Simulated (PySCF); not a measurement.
# What a mistake does to a calculation on BCGe2H6 cation

These are calculations, not measurements. The program is PySCF 2.14.0, an open-source quantum chemistry code, run on an isolated molecule that a program drew, which may never have been made. The molecule is BCGe2H6 cation (charge +1, singlet), drawn as the SMILES string `[GeH2+][CH]=[B][GeH3]`.

Each row is a Hartree-Fock (HF) and frozen-core CCSD(T) single point in the cc-pVDZ basis, meant for a local HF minimum. Run 1 is clean. Each other run has one planted mistake out of seven kinds, and not every kind appears here: one electron removed, one electron added, multiplicity raised by two, geometry at a saddle point, minimal basis STO-3G, one bond length entered in bohr, all coordinates scaled. The reference is restricted for singlets and unrestricted otherwise, and also for a bond in bohr. Adding or removing an electron swaps singlet and doublet. Electrons count all cores. HOMO and LUMO are orbital energies over both spins, the gradient is its largest component, and the lowest frequency (negative if imaginary) is given only where the gradient is small. Bond lengths are over the 9 bonds as drawn. T1 is the CCSD diagnostic: over 0.02 (restricted) or 0.045 (unrestricted) a single reference is doubtful. Germanium has the cc-pVDZ-PP basis, with a core potential (ECP10MDF) in place of its 10 inner electrons, and its 3s, 3p and 3d shells are frozen in CCSD(T).

Geometry of the clean run:
```xyz
10
BCGe2H6 cation, angstrom
Ge   -0.8403    0.4679    2.4856
C    -0.2910   -0.4603    1.0211
B     0.3627   -1.7154    1.1729
Ge    1.3218   -3.5617    1.4655
H    -0.6138   -0.0734    3.8791
H    -1.5358    1.8008    2.3519
H    -0.4775   -0.0278    0.0413
H     1.3539   -3.7394    2.9768
H     2.7070   -3.4184    0.8602
H     0.4605   -4.6002    0.7690
```

| run | electrons | basis functions | <S^2> | HOMO (eV) | LUMO (eV) | gradient (hartree/bohr) | lowest frequency (cm^-1) | mean bond (Å) | longest bond (Å) | T1 | HF (hartree) | CCSD(T) (hartree) | mistake |
|---|---|---|---|---|---|---|---|---|---|---|---|---|---|
| 1 | 80 | 104 | 0.000 | -14.88 | -4.48 | 1.1e-05 | 29 | 1.5567 | 2.101 | 0.0153 | -652.49241 | -652.93855 | no fault |
| 2 | 80 | 104 | 2.021 | -11.63 | -6.20 | 7.1e-02 | - | 1.5567 | 2.101 | 0.0173 | -652.40319 | -652.81872 | multiplicity raised by two |
| 3 | 80 | 104 | 0.000 | -14.11 | -4.51 | 4.1e-02 | - | 1.6610 | 2.242 | 0.0173 | -652.45563 | -652.91445 | all coordinates scaled |
| 4 | 81 | 104 | 0.907 | -6.21 | 1.66 | 2.5e-02 | - | 1.5567 | 2.101 | 0.0277 | -652.68820 | -653.14860 | one electron added |
| 5 | 79 | 104 | 0.756 | -21.07 | -12.20 | 5.8e-02 | - | 1.5567 | 2.101 | 0.0214 | -652.00346 | -652.40093 | one electron removed |
| 6 | 80 | 104 | 0.896 | -14.88 | -4.77 | 1.0e-02 | - | 1.7062 | 2.857 | 0.0349 | -652.38907 | -652.81971 | ? |

**Which mistake was planted in run 6, and what did it cost?**

The mean bond changes by a factor of 1.096 and the longest by 1.360, so the molecule wasn't scaled as a whole. A length L in bohr read as angstrom grows by (1/0.5292 - 1) L = 0.890 L. The 9 bonds together grew by 9 x 0.1495 = 1.345 Å, which gives L = 1.512 Å. That is the length of one of the Ge-H bonds, 1.512 Å in the clean geometry. So the mistake is: one bond length entered in bohr. Subtracting run 1 and multiplying by 627.51 kcal/mol a hartree, the energy moved by 64.8 kcal/mol in HF and 74.6 kcal/mol in CCSD(T).

